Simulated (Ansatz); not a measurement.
Conformers of `CN(C)CCCN`, each relaxed with PBE0-D4/def2-TZVP in Ansatz. CBS adds the triple-zeta coupled-cluster correction to the MP2 limit.

Not all of them had a frequency check.

Conformer A:

```xyz
21

C    -1.958    1.235    0.168
N    -0.866    0.355   -0.179
C    -0.947   -0.032   -1.569
C     0.413    0.966    0.147
C     1.600    0.016    0.133
C     1.512   -1.113    1.157
N     0.532   -2.154    0.900
H    -1.926    1.467    1.234
H    -1.932    2.188   -0.392
H    -2.911    0.746   -0.046
H    -0.174   -0.762   -1.811
H    -0.832    0.828   -2.253
H    -1.916   -0.494   -1.766
H     0.324    1.382    1.157
H     0.614    1.822   -0.526
H     1.754   -0.404   -0.868
H     2.492    0.618    0.343
H     1.291   -0.676    2.139
H     2.494   -1.587    1.255
H    -0.359   -1.713    0.694
H     0.795   -2.688    0.081
```

Conformer B:

Cartesian coordinates in Å:
```
C 0.934 -1.947 -0.867
N -0.003 -1.095 -0.176
C -1.267 -1.764 0.010
C -0.143 0.188 -0.839
C -0.730 1.264 0.060
C 0.165 1.590 1.244
N 1.423 2.171 0.794
H 1.903 -1.450 -0.939
H 0.605 -2.208 -1.890
H 1.068 -2.879 -0.312
H -1.766 -2.003 -0.948
H -1.115 -2.699 0.553
H -1.949 -1.147 0.598
H -0.750 0.095 -1.760
H 0.855 0.516 -1.141
H -1.719 0.972 0.425
H -0.886 2.168 -0.541
H 0.395 0.657 1.766
H -0.387 2.230 1.949
H 2.088 2.224 1.553
H 1.278 3.117 0.460
```

Conformer C:

Cartesian coordinates in Å:
```
C 1.952 -0.674 -0.858
N 1.146 0.517 -0.937
C 0.545 0.686 -2.236
C 0.221 0.677 0.166
C -0.915 -0.337 0.281
C -1.820 -0.074 1.482
N -1.222 -0.226 2.798
H 2.746 -0.629 -1.608
H 2.422 -0.738 0.126
H 1.391 -1.610 -1.029
H 1.328 0.749 -2.995
H -0.134 -0.135 -2.528
H -0.024 1.619 -2.262
H 0.814 0.662 1.087
H -0.213 1.682 0.093
H -0.509 -1.353 0.357
H -1.526 -0.312 -0.628
H -2.223 0.943 1.416
H -2.685 -0.742 1.431
H -0.478 0.444 2.942
H -0.816 -1.148 2.902
```

Q: Which is lowest in electronic energy at CCSD(T)/CBS (frozen core, def2 sets), and by how much? (Estimate.)

A: Ansatz gave: A; B lies 1.1 kJ/mol higher, C lies 10.3 kJ/mol higher. Gaps under about 2 kJ/mol don't settle the order.

Q: Give the energies relative to A (kJ/mol) with B3LYP-D4/def2-TZVPP, ωB97X-V/def2-TZVPP, r2SCAN/def2-TZVPP, PBE0/def2-TZVPP, SCS-MP2/def2-QZVPP, MP2/CBS(def2), CCSD/CBS(def2). (Estimate.)

A: Computed: 
```csv
level,B,C
B3LYP-D4/def2-TZVPP,1.9,10.7
ωB97X-V/def2-TZVPP,1.4,10.0
r2SCAN/def2-TZVPP,2.2,9.9
PBE0/def2-TZVPP,0.4,8.5
SCS-MP2/def2-QZVPP,0.3,10.1
MP2/CBS(def2),0.7,11.4
CCSD/CBS(def2),0.0,8.9
```

B3LYP here is the variant with VWN-RPA as its local correlation; programs differ in this.
